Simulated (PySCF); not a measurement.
Record of a relaxation.

Compound: difluorogermane, F2GeH2.
Bonds: F1–Ge2, Ge2–F3. Hydrogens: H4, H5 on Ge2.

Computed by this run: PySCF 2.14.0, PBE0-D3(BJ)/def2-SVP geometry optimisation, gas phase; density fitting, grid level 1; the optimiser is geomeTRIC in internal coordinates, started from a GFN2-xTB structure with every atom displaced at random (about 0.01 Å). The frame can shift and turn from step to step; on so coarse a grid that alone can change the energy by a few meV, and forces under 0.02 eV/Å are noise.

Step 0: E = -61962.3870 eV, largest atomic force 1.574 eV/Å
```
atom  x, y, z in Å  |  force x, y, z in eV/Å
F1     -1.219    1.022   -0.039   -1.261   0.941  -0.014
Ge2    -0.020   -0.164    0.007    0.655  -0.143  -0.235
F3      1.401    0.780   -0.110    0.763   0.291  -0.063
H4     -0.008   -0.736    1.378   -0.079  -0.571   0.654
H5     -0.120   -0.936   -1.274   -0.078  -0.518  -0.343
```

Step 1: E = -61962.4093 eV, largest atomic force 1.667 eV/Å
```
atom  x, y, z in Å  |  force x, y, z in eV/Å
F1     -1.384    1.511   -0.056    1.303  -1.039   0.030
Ge2    -0.052    0.314   -0.024   -0.495   0.933   0.006
F3      1.457    1.205   -0.163   -0.821  -0.369   0.058
H4     -0.067   -0.380    1.359   -0.005   0.236  -0.265
H5     -0.193   -0.584   -1.272    0.018   0.239   0.171
```

Step 2: E = -61962.4833 eV, largest atomic force 0.478 eV/Å
```
atom  x, y, z in Å  |  force x, y, z in eV/Å
F1     -1.334    1.490   -0.052    0.375  -0.296   0.008
Ge2    -0.054    0.304   -0.023   -0.295   0.329  -0.002
F3      1.421    1.198   -0.164   -0.090  -0.027   0.006
H4     -0.072   -0.361    1.352    0.007   0.000   0.015
H5     -0.200   -0.565   -1.270    0.003  -0.006  -0.027
```

Step 3: E = -61962.4872 eV, largest atomic force 0.055 eV/Å
```
atom  x, y, z in Å  |  force x, y, z in eV/Å
F1     -1.316    1.487   -0.050   -0.029   0.037  -0.001
Ge2    -0.058    0.303   -0.023   -0.025  -0.035  -0.001
F3      1.412    1.198   -0.164    0.049   0.025  -0.004
H4     -0.073   -0.360    1.354    0.004  -0.017   0.001
H5     -0.204   -0.562   -1.274    0.002  -0.010   0.005
```

Step 4: E = -61962.4874 eV, largest atomic force under 0.02 eV/Å
```
atom  x, y, z in Å  |  force x, y, z in eV/Å
F1     -1.316    1.491   -0.049    0.005   0.004   0.001
Ge2    -0.059    0.303   -0.023   -0.010   0.003   0.000
F3      1.414    1.197   -0.164    0.007   0.003   0.000
H4     -0.073   -0.362    1.353    0.000  -0.006  -0.002
H5     -0.205   -0.563   -1.274   -0.002  -0.003   0.001
```

**Question.** Summarise the path.

**Answer.** The energy falls by 9.68 kJ/mol from step 0 to step 4; nine tenths of that is first reached at step 2. It falls at every step. The largest force goes from 1.574 to under 0.02 eV/Å. Among the bonds Ge2–H4 changes most (a near tie, within 0.001 Å, with another), from 1.486 to 1.528 Å; the atoms move by 0.056 Å rms after alignment.

What follows is the cost of the whole optimisation. On one thread of an Arm Neoverse V2, shared host with 48 logical CPUs at a one-minute load of 6.6, this took 7.1 s wall and 0.30 GiB of memory at its peak.
